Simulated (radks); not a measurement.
Neutral lutetium inside a hard spherical wall (all orbitals vanish at R), configuration held at [Xe] 4f14 5d1 6s2 and not refilled when levels cross. All-electron calculation, scalar-relativistic Kohn-Sham, LDA (Slater exchange, VWN5 correlation), spin-polarised, spherical densities, point nucleus; open shells are filled with parallel spins first (spin-orbit coupling, left out, can overturn this in heavy ions). Program: a radial shooting solver on a logarithmic mesh with Libxc functionals. Eigenvalues in eV for spin up, with the zero of energy where the potential of the charges vanishes at infinity; a dash marks a level that is unbound or too diffuse for the functional's potential to be trusted. A positive occupied level is held by the wall or, in an anion where self-interaction has pushed it up, behind a barrier. The pressure on the wall is -dE/dV.

\begin{tabular}{lrrrrrrrrr}
R (bohr) & E (hartree) & kinetic (hartree) & e(5p) & e(4f) & e(6s) & e(5d) & e(6p, empty) & e(7s, empty) & pressure (GPa) \\ \hline
free & -14554.5565 & 15901.794 & -31.904 & -9.797 & -4.969 & -2.099 & -1.483 & -0.124 & 0 \\
12 & -14554.5563 & 15901.796 & -31.879 & -9.772 & -4.953 & -2.078 & -1.427 & 0.808 & 0.00300 \\
10 & -14554.5551 & 15901.806 & -31.784 & -9.674 & -4.886 & -1.994 & -1.259 & 1.912 & 0.0331 \\
7 & -14554.5268 & 15901.981 & -30.790 & -8.657 & -4.040 & -1.092 & 0.321 & 8.207 & 1.45 \\
5 & -14554.3201 & 15902.871 & -27.834 & -5.542 & -0.181 & 2.013 & 6.484 & 26.755 & 23.8 \\
4 & -14553.8228 & 15904.738 & -24.268 & -1.549 & 7.144 & 6.559 & 17.200 & 54.618 & 130 \\
3.5 & -14553.1679 & 15907.179 & -20.995 & 2.263 & 15.619 & 11.133 & 28.821 & 82.348 & 358 \\
3 & -14551.6958 & 15912.677 & -15.145 & 9.069 & 32.513 & 19.496 & 50.604 & 130.95 & 1150 \\
2.5 & -14547.9106 & 15926.434 & -2.939 & 22.488 & 69.615 & 36.694 & 95.333 & 224.20 & 4550 \\
2 & -14536.4380 & 15965.382 & 27.546 & 51.530 & 161.12 & 77.800 & 199.08 & 426.55 & 23300 \\
1.5 & -14492.7536 & 16101.240 & 126.69 & 123.84 & 429.41 & 201.40 & 488.46 & 953.97 & 177000 \\
\end{tabular}
